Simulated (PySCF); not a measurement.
# PbCl: everyday levels beside a composite calculation

PySCF; the state is a doublet (π ↑). The composite is CCSD(T) extrapolated to the basis-set limit from two correlation-consistent sets, with core-valence (CV) and scalar-relativistic (SR) terms as its label shows; it has no spin–orbit coupling and nothing beyond (T). Here it is CCSD(T)/CBS(DT). It gives Re = 2.461 Å, ωe = 317 cm⁻¹ and De = 3.73 eV to Pb + Cl.

```json
{"level": "UHF", "basis": "def2-SVPD", "relativity": "scalar-relativistic core potentials", "Re (Å)": "2.539", "ωe (cm⁻¹)": "299", "De (eV)": "2.46"}
{"level": "UHF-MP2", "basis": "x2c-TZVPPall", "relativity": "spin-free X2C", "Re (Å)": "2.453", "ωe (cm⁻¹)": "324", "De (eV)": "3.69"}
{"level": "UHF-SCS-MP2", "basis": "x2c-TZVPPall", "relativity": "spin-free X2C", "Re (Å)": "2.468", "ωe (cm⁻¹)": "317", "De (eV)": "3.59"}
{"level": "r²SCAN", "basis": "def2-SVP", "relativity": "scalar-relativistic core potentials", "Re (Å)": "2.496", "ωe (cm⁻¹)": "322", "De (eV)": "3.77"}
{"level": "r²SCAN", "basis": "def2-SVPD", "relativity": "scalar-relativistic core potentials", "Re (Å)": "2.515", "ωe (cm⁻¹)": "309", "De (eV)": "3.85"}
{"level": "r²SCAN", "basis": "x2c-TZVPPall", "relativity": "spin-free X2C", "Re (Å)": "2.451", "ωe (cm⁻¹)": "320", "De (eV)": "3.91"}
{"level": "TPSSh", "basis": "x2c-TZVPPall", "relativity": "spin-free X2C", "Re (Å)": "2.464", "ωe (cm⁻¹)": "313", "De (eV)": "3.87"}
{"level": "PBE0", "basis": "def2-SVP", "relativity": "scalar-relativistic core potentials", "Re (Å)": "2.490", "ωe (cm⁻¹)": "324", "De (eV)": "3.69"}
{"level": "PBE0", "basis": "x2c-TZVPPall", "relativity": "spin-free X2C", "Re (Å)": "2.453", "ωe (cm⁻¹)": "319", "De (eV)": "3.80"}
{"level": "M06", "basis": "def2-SVPD", "relativity": "scalar-relativistic core potentials", "Re (Å)": "2.521", "ωe (cm⁻¹)": "307", "De (eV)": "4.19"}
```

Q: Give the difference of each row from the composite.

A: 

```json
{"level": "UHF", "basis": "def2-SVPD", "ΔRe (pm)": "+7.8", "Δωe (%)": "-5.7", "ΔDe (eV)": "-1.27"}
{"level": "UHF-MP2", "basis": "x2c-TZVPPall", "ΔRe (pm)": "-0.8", "Δωe (%)": "+2.2", "ΔDe (eV)": "-0.04"}
{"level": "UHF-SCS-MP2", "basis": "x2c-TZVPPall", "ΔRe (pm)": "+0.7", "Δωe (%)": "+0.0", "ΔDe (eV)": "-0.14"}
{"level": "r²SCAN", "basis": "def2-SVP", "ΔRe (pm)": "+3.5", "Δωe (%)": "+1.6", "ΔDe (eV)": "+0.04"}
{"level": "r²SCAN", "basis": "def2-SVPD", "ΔRe (pm)": "+5.4", "Δωe (%)": "-2.5", "ΔDe (eV)": "+0.12"}
{"level": "r²SCAN", "basis": "x2c-TZVPPall", "ΔRe (pm)": "-1.0", "Δωe (%)": "+0.9", "ΔDe (eV)": "+0.18"}
{"level": "TPSSh", "basis": "x2c-TZVPPall", "ΔRe (pm)": "+0.3", "Δωe (%)": "-1.3", "ΔDe (eV)": "+0.14"}
{"level": "PBE0", "basis": "def2-SVP", "ΔRe (pm)": "+2.9", "Δωe (%)": "+2.2", "ΔDe (eV)": "-0.04"}
{"level": "PBE0", "basis": "x2c-TZVPPall", "ΔRe (pm)": "-0.8", "Δωe (%)": "+0.6", "ΔDe (eV)": "+0.07"}
{"level": "M06", "basis": "def2-SVPD", "ΔRe (pm)": "+6.0", "Δωe (%)": "-3.2", "ΔDe (eV)": "+0.46"}
```

Q: Which rows come closest in De?

A: UHF-MP2 in x2c-TZVPPall (-0.04 eV); r²SCAN in def2-SVP (+0.04 eV); PBE0 in def2-SVP (-0.04 eV), counted from the composite.

Correlated steps freeze the inner cores (9 to 39 orbitals); shallow outer-core shells are correlated. Spin–orbit coupling is left out, which matters for elements this heavy, above all for dissociation energies. The state was picked by a PBE0 search and need not be the measured ground state.
